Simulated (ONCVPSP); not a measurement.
# Which change was made? (Cu, ONCV)

copper (Cu), optimised norm-conserving Vanderbilt (ONCV), made with ONCVPSP 4.0.1 (PBE, scalar-relativistic). Core [Ne], reference 3s2 3p6 3d10 (charge +1). Waves: 3s: rc 1.15 bohr, ncon 4, nbas 7, qcut 13.8 1/bohr, 2 projectors, debl 2.9 Ha; 3p: rc 0.75 bohr, ncon 3, nbas 6, qcut 11.7 1/bohr, 2 projectors, debl 0.4 Ha; 3d: rc 0.90 bohr, ncon 4, nbas 8, qcut 15.6 1/bohr, 1 projector. Local part: polynomial inside 0.60 bohr (lpopt 5, dvloc0 0 Ha). Core correction: Teter function, fcfact 3.75, rcfact 1.8.

In the s channel the program set the typed energies aside and used -4.532, 0.250 Ha. In the p channel the program set the typed energies aside and used -2.969, 0.250 Ha.

Cutoffs, loose and tight: the cutoffs (Ha) at which the residual kinetic energy of the hardest occupied pseudo-wave falls to 1 and 0.1 mHa per electron. They do not see the model core or the augmentation charge, which bear on the density cutoff. Test errors are all-electron minus pseudo excitation energies from the reference, over the configurations 3s2 3p6 3d10 4s1; 3s2 3p6 3d9; 3s2 3p6 3d8; 3s2 3p6 3d7; variants that change the core or the reference have their own tests.

The base gives: outcome: generated, projector energies reset by the program; cutoff, loose: 104 Ha; cutoff, tight: 180 Ha; bound ghosts: none; GHOST(+) flags above zero: s; largest test error (meV): -6.4.

**Question.** After one change the result is: outcome: generated, projector energies reset by the program; cutoff, loose: 104 Ha; cutoff, tight: 180 Ha; bound ghosts: none; GHOST(+) flags above zero: s; largest test error (meV): +11. Which change was it?
A. s: rc 1.36
B. s: rc 1.66
C. s: rc 1.52

**Answer.** C. The others give: s: rc 1.66 → outcome: failed: ERROR pspot: first pseudo wave function has node, program will stop | s: rc 1.36 → outcome: generated, projector energies reset by the program; cutoff, loose: 104 Ha; cutoff, tight: 180 Ha; bound ghosts: none; GHOST(+) flags above zero: s; largest test error (meV): +5.8.
